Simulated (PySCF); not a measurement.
CH5AlBrNO. Atoms are numbered in the order given.

```xyz
10

Al    -0.6664     0.5390     0.0000
Br     0.4343    -1.4298     0.0000
O      0.1983     1.9870     0.0000
C      1.5202     2.4133     0.0000
H      1.7288     3.0333     0.8899
H      2.2408     1.5745     0.0000
H      1.7288     3.0333    -0.8899
N     -2.4214     0.5561     0.0000
H     -3.0045    -0.2717     0.0000
H     -2.9875     1.3963     0.0000
```

Geometry: PBE0-D3(BJ)/def2-SVP. The structure was generated by enumeration; whether it is a known compound was not checked. The values are those of a single conformer.

Vertical ionisation energy (IE) and electron affinity (EA) in eV. Rows of orbital energies are one-electron estimates. Where ΔSCF, EOM or ADC give a negative EA the extra electron is unbound and the value depends on the basis.

```
level                                        IE    EA
-----------------------------------------  ----  ----
−ε(HOMO), −ε(LUMO), HF/def2-TZVP (PySCF)    [?]   [?]
−ε(HOMO), −ε(LUMO), PBE/def2-TZVP (PySCF)  6.17  1.23
```

Question: Some entries are withheld; supply them. (The exact figures need the calculation; the answer reports its results.)

Answer: 
- −ε(HOMO), −ε(LUMO), HF/def2-TZVP (PySCF), IE: 11.06
- −ε(HOMO), −ε(LUMO), HF/def2-TZVP (PySCF), EA: -2.48
